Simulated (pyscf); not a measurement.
F–SiH=Se, singlet

Gas-phase minimum from PySCF at ωB97X-D3(BJ)/def2-SVP, one conformer. 

SMILES: [Se]=[SiH]F
```xyz
4

F      1.5175    -0.8761    -0.6743
Si     0.1196    -0.0845    -0.8440
Se    -0.1616     1.9338    -0.6663
H     -0.8553    -1.1544    -1.1451
```

Bonds (Å): F1–Si2 1.615, Si2–Se3 2.045, Si2–H4 1.478. Angles (°): F1–Si2–Se3 126.4, F1–Si2–H4 103.7, Se3–Si2–H4 129.9.

Properties at ωB97X-D3(BJ)/def2-SVP:

```json
{
 "harmonic_wavenumbers_unscaled": "246, 527, 572, 880, 954, 2324 cm⁻¹",
 "zero_point_energy": "7.9 kcal/mol",
 "rotational_symmetry_number": "1",
 "Entropy of this conformer at 298 K and 1 atm, rigid rotor and harmonic oscillator, modes under 100 cm⁻¹ raised to 100": "286.5 J/(mol K)",
 "dipole_moment": "2.08 D"
}
```

Single-point totals, which compare only within one level (frozen core for MP2 and CC):

```json
[
 {"level": "ωB97X-D3(BJ)/def2-TZVP", "total energy (hartree)": "-2791.56948"},
 {"level": "PBE/def2-TZVP", "total energy (hartree)": "-2791.01736"},
 {"level": "r²SCAN/def2-TZVP", "total energy (hartree)": "-2791.54254"},
 {"level": "B3LYP-D3(BJ)/def2-TZVP", "total energy (hartree)": "-2791.68100"},
 {"level": "PBE0-D3(BJ)/def2-TZVP", "total energy (hartree)": "-2791.11976"},
 {"level": "M06-2X/def2-TZVP", "total energy (hartree)": "-2791.58885"},
 {"level": "ωB97M-D3(BJ)/def2-TZVP", "total energy (hartree)": "-2791.68712"},
 {"level": "HF/def2-TZVPP", "total energy (hartree)": "-2788.92931"},
 {"level": "MP2/def2-TZVPP", "total energy (hartree)": "-2789.55497"},
 {"level": "CCSD/def2-TZVPP", "total energy (hartree)": "-2789.56528"},
 {"level": "CCSD(T)/def2-TZVPP", "total energy (hartree)": "-2789.58972"}
]
```

The CCSD(T) − MP2 part came from Ansatz, without density fitting, on the same reference. The frozen core leaves the outer d or s,p core shells of the metals and heavy elements correlated in the MP2 and CC values, and def2-TZVPP describes them poorly, so these totals are far from the basis limit. Elements up to Kr have no core potential and no relativistic terms here.
